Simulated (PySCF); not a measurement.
**Dipole moment and polarisability of `C=C(C#N)C[SiH2]F`**

Species: C4H6FNSi.
Numbering: `[CH2:1]=[C:2]([C:3]#[N:4])[CH2:5][SiH2:6][F:7]` (hydrogens: H8, H9 on C1; H10, H11 on C5; H12, H13 on Si6)

Cartesian coordinates in Å at the GFN2-xTB level; atoms count from 1:
```
atom  x, y, z in Å
C1    -1.590    1.041   -0.781
C2    -0.944    0.221    0.047
C3    -1.537   -1.011    0.418
N4    -2.003   -2.011    0.731
C5     0.411    0.478    0.619
Si6    1.738   -0.668   -0.138
F7     3.135   -0.163    0.486
H8    -1.162    1.983   -1.080
H9    -2.560    0.797   -1.179
H10    0.387    0.318    1.700
H11    0.680    1.523    0.448
H12    1.588   -2.048    0.284
H13    1.854   -0.460   -1.573
```

Level: B3LYP/def2-SVPD (PySCF), static field, nuclei fixed, core orbitals frozen in the response. The polarisability tensor in these axes (au):

```
x    80.84  -1.25   3.08
y    -1.25  82.77 -11.36
z     3.08 -11.36  66.23
```

**Question.** Give the principal values, the mean and the anisotropy Δα = √{½[(α1 − α2)² + (α2 − α3)² + (α1 − α3)²]}.

**Answer.** Principal values 60.22, 80.31 and 89.31 au; mean 76.61 au = 11.35 Å³ = 12.63 × 10⁻⁴⁰ C²·m²/J; Δα = 25.80 au (34 % of the mean).

**Question.** What is the dipole moment, and where does it point?

**Answer.** (0.16, 2.98, -1.44) D, 3.31 D in size, pointing from the negative to the positive side. Measured along this direction, the outermost atoms are N4 at the negative end and H8 at the positive end.

**Question.** What molar refraction does this α imply?

**Answer.** Lorentz–Lorenz: R = (4π/3)N_A α = 2.5225 cm³/(mol·Å³) × 11.35 Å³ = 28.6 cm³/mol, in the limit of long wavelengths.

**Question.** Rayleigh depolarisation ratio (linearly polarised light, static tensor)?

**Answer.** ρ = 3Δα²/(45ᾱ² + 4Δα²) = 1996.3/(264114 + 2661.7) = 0.00748.

**Question.** In a dilute gas of rigid molecules at 400 K, how does the orientational term μ²/3kT compare with the electronic polarisability?

**Answer.** In Gaussian units μ²/3kT = 66.25 Å³ against 11.35 Å³, a ratio of 5.84; the Debye molar polarisation (4π/3)N_A(α + μ²/3kT) is 195.8 cm³/mol, leaving out the vibrational part.

**Question.** Traceless (Buckingham) quadrupole moment about the centre of nuclear charge: eigenvalues?

**Answer.** -17.79, 7.28, 10.51 D·Å. The values depend on the origin, since the dipole doesn't vanish. The electronic extent ⟨r²⟩ about the same centre is 1114 bohr², a root-mean-square distance of 2.28 Å for the 60 electrons.

**Question.** Find the Langevin capture rate constant for NH4+ (18.034 u) meeting this molecule (115.025 u), k = 2.342 × 10⁻⁹ cm³/s × √(α in Å³ / reduced mass in u).

**Answer.** The reduced mass is 15.59 u, so k = 2.00 × 10⁻⁹ cm³/s. The formula leaves out the permanent dipole, which adds to the capture rate.

Isolated species at its GFN2-xTB geometry (one conformer only).
